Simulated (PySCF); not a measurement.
Species: C6H4N2.
SMILES: `N#Cc1ccncc1`

Method used: PBE0-D3(BJ)/def2-SVP geometry optimisation, gas phase in PySCF.

Masses are those of the commonest isotopes; rigid-rotor values at the optimised geometry. 

(1) Give the principal moments of inertia and the rotational constants in cm⁻¹.

(2) Classify the top.

(3) What does the inertial defect say?

(4) Where do the levels up to J = 5 lie, in K?

(5) Predict some low-J microwave lines.

Results:

(1) Ia = 84.07, Ib = 327.42, Ic = 411.49 u·Å²; 505379 MHz·u·Å²/I gives 6011, 1544 and 1228 MHz, that is A = 0.20052, B = 0.05149, C = 0.04097 cm⁻¹.

(2) An asymmetric top; Ray's κ = -0.868.

(3) Planar: Δ = Ic − Ia − Ib = 0.00 u·Å². For a rigid frame Δ = −2 Σ m c², so it vanishes when all atoms lie in the ab plane; here none is more than 0.01 Å from it.

(4) Above 0(0,0), as E/k:
J = 1: 1(0,1) 0.133, 1(1,1) 0.347, 1(1,0) 0.363
J = 2: 2(0,2) 0.398, 2(1,2) 0.598, 2(1,1) 0.644, 2(2,1) 1.287, 2(2,0) 1.288
J = 3: 3(0,3) 0.794, 3(1,3) 0.974, 3(1,2) 1.065, 3(2,2) 1.686, 3(2,1) 1.690, 3(3,1) 2.796, 3(3,0) 2.796
J = 4: 4(0,4) 1.319, 4(1,4) 1.475, 4(1,3) 1.626, 4(2,3) 2.218, 4(2,2) 2.229, 4(3,2) 3.330, 4(3,1) 3.330, 4(4,1) 4.883, 4(4,0) 4.883
J = 5: 5(0,5) 1.969, 5(1,5) 2.099, 5(1,4) 2.325, 5(2,4) 2.881, 5(2,3) 2.907, 5(3,3) 3.998, 5(3,2) 3.998, 5(4,2) 5.549, 5(4,1) 5.549, 5(5,1) 7.546, 5(5,0) 7.546
The levels of one J sum to (2J + 1)J(J + 1)(A + B + C)/3.

(5) The dipole components are |μa| = 1.93 D, |μb| = 0.00 D, |μc| = 0.00 D; the symmetry axis of this C2v structure is a, so μb and μc vanish by symmetry and there are no b-type or c-type lines. Some lines, for components of 0.1 D or more:

```csv
type,branch,"J(Ka,Kc)",MHz,lower level (cm⁻¹)
a,Q,"1(1,0) ← 1(1,1)",315,0.241
a,Q,"2(1,1) ← 2(1,2)",946,0.416
a,R,"1(0,1) ← 0(0,0)",2772,0.000
a,R,"2(1,2) ← 1(1,1)",5228,0.241
a,R,"2(0,2) ← 1(0,1)",5527,0.092
a,R,"2(1,1) ← 1(1,0)",5859,0.252
```

Stationary, but not proved a minimum. Zero-point vibration and centrifugal distortion are left out. Quadrupole hyperfine structure (14N) is left out.
